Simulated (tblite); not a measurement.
Species: C4H11BO2.
Numbering: `[CH3:1][CH2:2][O:3][BH:4][O:5][CH2:6][CH3:7]` (hydrogens: H8, H9, H10 on C1; H11, H12 on C2; H13 on B4; H14, H15 on C6; H16, H17, H18 on C7)

Computed with GFN2-xTB (tblite), gas phase: L-BFGS steps from a force-field or distance-geometry start until the largest atomic force falls under 0.01 eV/Å.

Step 54: E = -642.7091 eV
```
atom  x, y, z in Å  |  force x, y, z in eV/Å
C1     -2.9758    0.4945   -0.0418   -0.037   0.005  -0.007
C2     -2.0374   -0.6525    0.3152    0.040   0.002   0.007
O3     -0.7310   -0.3200   -0.0896    0.019   0.023  -0.004
B4      0.1172   -1.1890   -0.6819    0.079  -0.028  -0.074
O5      1.3514   -0.8175   -1.0605   -0.089   0.023  -0.044
C6      1.8294    0.5168   -0.9734    0.023  -0.051   0.022
C7      3.1507    0.5772   -0.1929   -0.002   0.008   0.004
H8     -3.8388    0.5006    0.6152   -0.069  -0.011  -0.009
H9     -2.4434    1.4355    0.0600   -0.018   0.035   0.058
H10    -3.3091    0.3958   -1.0708   -0.015   0.070  -0.025
H11    -2.3746   -1.5749   -0.1699    0.059  -0.093   0.001
H12    -2.0222   -0.8316    1.3983    0.003   0.107   0.020
H13    -0.1964   -2.3019   -0.9108    0.098  -0.058   0.014
H14     1.9743    0.8603   -2.0074   -0.021   0.031   0.117
H15     1.0715    1.1436   -0.4921    0.017  -0.032  -0.039
H16     3.2961   -0.3574    0.3471   -0.009   0.053  -0.089
H17     4.0005    0.7417   -0.8536   -0.073  -0.124   0.036
H18     3.1287    1.3851    0.5325   -0.003   0.040   0.011
```

Step 55: E = -642.7160 eV
```
atom  x, y, z in Å  |  force x, y, z in eV/Å
C1     -2.9730    0.4904   -0.0445   -0.090   0.041   0.005
C2     -2.0306   -0.6478    0.3253    0.045   0.005   0.001
O3     -0.7271   -0.3130   -0.0855    0.033   0.003   0.005
B4      0.1140   -1.1832   -0.6866    0.040  -0.053  -0.070
O5      1.3483   -0.8168   -1.0669   -0.073   0.023  -0.065
C6      1.8274    0.5172   -0.9740    0.007  -0.063   0.016
C7      3.1491    0.5722   -0.1959    0.007   0.034   0.027
H8     -3.8605    0.4667    0.5830   -0.004   0.008  -0.066
H9     -2.4599    1.4399    0.0923   -0.058  -0.024   0.055
H10    -3.2661    0.4032   -1.0886   -0.009   0.075   0.035
H11    -2.3646   -1.5764   -0.1506    0.057  -0.090   0.005
H12    -2.0118   -0.8164    1.4103   -0.008   0.116   0.010
H13    -0.2133   -2.2924   -0.9205    0.125  -0.042   0.014
H14     1.9688    0.8669   -2.0060   -0.012   0.030   0.108
H15     1.0685    1.1392   -0.4885    0.029  -0.020  -0.028
H16     3.2849   -0.3563    0.3565   -0.003   0.041  -0.096
H17     4.0013    0.7245   -0.8556   -0.069  -0.146   0.012
H18     3.1358    1.3884    0.5195   -0.015   0.060   0.033
```

Task: Estimate the geometry and energy of step 56. (The exact step hangs on the optimiser's Hessian estimate; all steps are aligned on step 55, rigid shifts and turns removed.)

Result: E = -642.7080 eV, largest force 0.810 eV/Å
```
atom  x, y, z in Å  |  force x, y, z in eV/Å
C1     -2.9634    0.4743   -0.0545   -0.414   0.277  -0.074
C2     -2.0021   -0.6299    0.3640   -0.066   0.023  -0.002
O3     -0.7089   -0.2869   -0.0674    0.060  -0.097   0.025
B4      0.1020   -1.1632   -0.7048   -0.051  -0.076  -0.050
O5      1.3342   -0.8120   -1.1008   -0.046   0.020  -0.104
C6      1.8186    0.5188   -0.9789   -0.021  -0.060  -0.003
C7      3.1420    0.5530   -0.2069    0.037   0.090   0.115
H8     -3.9428    0.3377    0.4538    0.663   0.175  -0.431
H9     -2.5271    1.4544    0.2176   -0.371  -0.525  -0.141
H10    -3.0994    0.4350   -1.1554    0.001   0.131   0.726
H11    -2.3242   -1.5833   -0.0756    0.080  -0.029   0.029
H12    -1.9739   -0.7566    1.4566   -0.045   0.139  -0.061
H13    -0.2747   -2.2580   -0.9479    0.221   0.004  -0.001
H14     1.9475    0.9000   -2.0009    0.027   0.005   0.087
H15     1.0573    1.1227   -0.4749    0.071   0.012   0.011
H16     3.2382   -0.3540    0.3898    0.016   0.062  -0.135
H17     4.0058    0.6538   -0.8619   -0.111  -0.218  -0.037
H18     3.1622    1.4005    0.4718   -0.053   0.067   0.047
```

The energy changes by +0.0080 eV. The first-order estimate −F·Δx gives -0.0273 eV and the mean of the old and new forces, exact on a quadratic surface, +0.0227 eV. The step makes an angle of 79° with the force vector and moves no atom by more than 0.200 Å. The energy falls at the start of this step and ends higher, so the step passed the lowest point of its straight line.

What follows is the cost of the whole relaxation. Hardware: one thread, Arm Neoverse V1 (aarch64), shared host. Cost: 0.96 s.
